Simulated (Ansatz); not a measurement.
`BCB(C)F` + H₂ → `BCBF` + CH₄  (hydrogenolysis of a B–C bond)

Isolated molecules relaxed with PBE0-D4/def2-TZVP in Ansatz; ΔE leaves out vibrations. CBS: MP2 limit from def2 TZ/QZ plus the TZ coupled-cluster correction, frozen cores. This one scheme is used for every species. Functionals use def2-TZVPP. One conformer a species, not always the lowest.

(1) Is it downhill or uphill in electronic energy at CCSD(T)/CBS, and by how much? (Estimate.)

(2) What do these levels give: PBE0-D4, ωB97X-V, B2PLYP, r2SCAN, PBE0, MP2/def2-QZVPP? (Best estimate.)

Largest T1 diagnostic among the species: 0.013.

Answers

(1) Ansatz gave: Downhill: ΔE = -3.2 kcal/mol.

(2) Computed: PBE0-D4 -2.8, ωB97X-V -3.4, B2PLYP -4.7, r2SCAN -2.5, PBE0 -3.9, MP2/def2-QZVPP -2.6 kcal/mol.

The D4 term adds +1.9 kcal/mol with B3LYP and +1.1 kcal/mol with PBE0; it sums over pairs of atoms, weighted by their polarisabilities, and B3LYP, whose exchange is more repulsive, gets the larger term. In def2-TZVPP, CCSD(T) changes the Hartree–Fock value by +5.0 kcal/mol (the triples alone add +0.9 kcal/mol) and MP2 by +5.7 kcal/mol.

B3LYP here is the variant with VWN-RPA as its local correlation; programs differ in this.
